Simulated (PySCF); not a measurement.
# MN15 on N (nitrogen, neutral)

Configuration: [He] 2s2 2p3, high-spin 4S determinant. Calculation: PySCF 2.14, in x2c-SVPall; scalar relativity by spin-free X2C-1e.

```
Total energy                        : -54.5090 hartree
One-electron energy                 : -73.9430 hartree
Hartree (Coulomb) energy            : 26.1791 hartree
Exchange-correlation energy         : -6.7451 hartree
⟨S²⟩                                : 3.7504
⟨L²⟩                                : 0.000
Sum of ⟨r⟩                          : 7.314 bohr
Sum of ⟨r²⟩                         : 11.84 bohr²
Langevin diamagnetic susceptibility : -9.38 ×10⁻⁶ cm³/mol
Time after the integrals            : 0.1 s of wall time on 1 thread of Neoverse-V2 (shared host)
```

| shell | electrons | mean orbital energy (hartree) | rms radius, mean of both spins (bohr) |
| --- | --- | --- | --- |
| 1s α | 1 | -14.20557 | 0.268 |
| 1s β | 1 | -14.17033 | 0.268 |
| 2s α | 1 | -0.81636 | 1.49 |
| 2s β | 1 | -0.62212 | 1.49 |
| 2p α | 3 | -0.38808 | 1.56 |
